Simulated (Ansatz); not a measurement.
`C=CC[SiH3]` + `FCS` → `FCS[SiH3]` + `C=CC` at 298.15 K and 1 bar (ligand exchange at the Si–C bond).

Gas-phase electronic energies from Ansatz, PBE0-D4/def2-TZVP geometries. CCSD(T)/CBS is the MP2 limit (def2-TZVPP, def2-QZVPP) plus CCSD(T) − MP2 in def2-TZVPP, frozen cores. One conformer a species, not always the lowest.

```json
{"species": "`C=CC[SiH3]`", "CCSD(T)/CBS energy (Eh)": "-408.02402", "H − E (kJ/mol)": "267.8", "S (J/(mol·K))": "319.8"}
{"species": "`FCS`", "CCSD(T)/CBS energy (Eh)": "-537.40796", "H − E (kJ/mol)": "116.5", "S (J/(mol·K))": "271.6"}
{"species": "`FCS[SiH3]`", "CCSD(T)/CBS energy (Eh)": "-827.70796", "H − E (kJ/mol)": "168.5", "S (J/(mol·K))": "331.1"}
{"species": "`C=CC`", "CCSD(T)/CBS energy (Eh)": "-117.74610", "H − E (kJ/mol)": "222.5", "S (J/(mol·K))": "264.5"}
```

H − E and S are ideal-gas, rigid-rotor, harmonic terms from PBE0-D4/def2-TZVP, for one conformer and one mirror image of each species. 1 Eh = 2625.50 kJ/mol, R = 8.31446 J/(mol·K).

By hand: ΔE, ΔH, ΔS and ΔG.

ΔE = (-827.70796) + (-117.74610) − (-408.02402) − (-537.40796) = -0.02208 Eh = -58.0 kJ/mol. Δ(H − E) = 168.5 + 222.5 − 267.8 − 116.5 = 6.7, so ΔH = -51.3 kJ/mol. ΔS = 331.1 + 264.5 − 319.8 − 271.6 = 4.2 J/(mol·K). ΔG = -51.3 − 298.15 × (4.2)/1000 = -52.6 kJ/mol.

By hand: the equilibrium constant, and the temperature at which ΔG would vanish if ΔH and ΔS stayed fixed.

log₁₀ K = −ΔG/(RT ln 10) = 9.2. ΔH and −TΔS have one sign here, so there is no such temperature.

The number of gas molecules stays the same, so ΔS is small and ΔH decides. A doubt of 5 kJ/mol in ΔE shifts log₁₀ K by 0.9 here. Other conformers and mirror images would add mixing entropy, several J/(mol·K) or more a flexible species. These are equilibria of isolated gas molecules and say nothing of rates. Largest T1 diagnostic: 0.012 (customary marks: 0.02 for closed shells, 0.045 for open ones).

ΔS is within the doubt of such terms, so its sign, and with it that verdict, could turn.
